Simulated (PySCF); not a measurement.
C$_{4}$H$_{5}$ClSi, SMILES `C1[SiH](Cl)C=CC=1`, neutral singlet in the gas phase. 

Cartesian coordinates (Å):
```xyz
11

Cl     2.7097    -0.4384     1.2868
Si     1.2856    -0.2496    -0.2018
C      0.2875     1.3197    -0.0958
C     -0.9927     0.9449     0.0488
C     -1.2646    -0.5159     0.1237
C     -0.2071    -1.3375     0.0405
H      1.9873    -0.4462    -1.4869
H      0.5941     2.3533    -0.1589
H     -1.8204     1.6435     0.1148
H     -2.2865    -0.8607     0.2433
H     -0.2931    -2.4131     0.0856
```
Charge 0, spin multiplicity 1.

All levels are single points at this geometry (B3LYP-D3(BJ)/def2-TZVP); Pople sets use spherical d functions. Orbital energies aren't observables, and empty levels follow the basis.

| level | HOMO (eV) | LUMO (eV) | gap (eV) | dipole (D) | vertical IE, Delta-SCF (eV) |
|---|---|---|---|---|---|
| B3LYP-D3(BJ)/def2-TZVP in PySCF | -6.85 | -2.15 | 4.70 | 2.04 | 8.98 |
| B3LYP/6-31G* in PySCF | -6.61 | -1.88 | 4.73 | 2.41 | 8.85 |
| BP86/6-31G* in PySCF | -5.91 | -2.73 | 3.18 | 2.35 | – |
| M06-2X/6-31G* in PySCF | -8.09 | -0.90 | 7.18 | 2.48 | – |
| PBE/6-31G* in PySCF | -5.83 | -2.65 | 3.18 | 2.34 | 8.81 |
| HF/6-31G* in PySCF | -9.07 | 1.93 | 11.00 | 2.74 | – |
